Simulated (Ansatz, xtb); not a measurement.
A geometry optimisation of AlBrF2GeH2 with r2SCAN-D4/def2-SVP

The starting geometry of this gas-phase singlet was built from a drawn formula by distance geometry and a force field; its bonds are those of `[F][Ge]([F])([AlH2])[Br]`.

```csv
atom,x (Å),y (Å),z (Å)
Al,-2.3276,-4.4208,0.5211
Br,1.4944,-4.3401,1.2708
F,-0.2088,-1.6623,0.2897
F,-0.7593,-2.5735,2.9805
Ge,-0.4432,-3.1305,1.3451
H,-3.7619,-3.7887,0.7229
H,-2.1205,-5.1746,-0.8642
```

Problem. Predict what becomes of its bonds when it is optimised with r2SCAN-D4/def2-SVP.

Solution. A new bond forms, giving a structure with Br2 bridging Al1 and Ge5, given below by its coordinates. Distances that change by over a tenth: Br2–Ge5 (2.29 → 2.80 Å). Contacts that close: Al1–Br2 (3.90 → 2.39 Å).

The energy falls by 0.86 eV over 38 steps:

```tsv
step	E − E(last) (eV)
1	0.857
5	0.455
9	0.450
13	0.443
17	0.435
22	0.432
26	0.430
30	0.330
34	0.007
38	0.000
```

Final geometry (Å):

```
atom    x (Å)    y (Å)    z (Å)
  Al  -2.0374  -4.6121   0.4228
  Br   0.1456  -5.0361   1.3069
   F   0.4685  -1.6381   0.3300
   F  -0.5594  -1.8764   2.7639
  Ge  -0.8469  -2.4210   1.1435
   H  -3.2015  -4.8824   1.4521
   H  -2.0961  -4.6243  -1.1533
```

From the same start GFN2-xTB ends elsewhere, differing in Al1–F3 (1.72 against 3.89 Å here), Al1–Ge5 (3.42 against 2.60 Å here), F3–Ge5 (2.42 against 1.73 Å here).

No frequencies were run, so the end isn't proven a minimum. Run with Ansatz 0.2.0, 2.1 min on 2 threads of Intel(R) Xeon(R) Platinum 8259CL CPU @ 2.50GHz (Skylake/Cascade Lake), with other jobs on the host.
